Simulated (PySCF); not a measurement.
How methods differ on the excitation energy of Zr²⁺

Zr²⁺ [Kr] 4d2 (3F) → Zr²⁺ [Kr] 4d1 5p1 (high-spin determinant), as a difference of total energies. Calculation: PySCF 2.14, in def2-TZVPPD with the def2 core potential (28 electrons) (6s4p3d2f1g, 56 functions); scalar relativity through the core potential. Correlated levels: valence: 4s2 4p6 frozen. The calculations carry no spin-orbit coupling.

```tsv
method	excitation energy (cm⁻¹)
UHF	55123
MP2 (valence)	55230
SCS-MP2 (valence)	55159
CCSD (valence)	55145
```

With two correlated electrons CCSD is exact in that space.

The determinant of the upper state mixes LS terms, which raises its energy above the lowest term, most at the Hartree-Fock and MP2 levels.
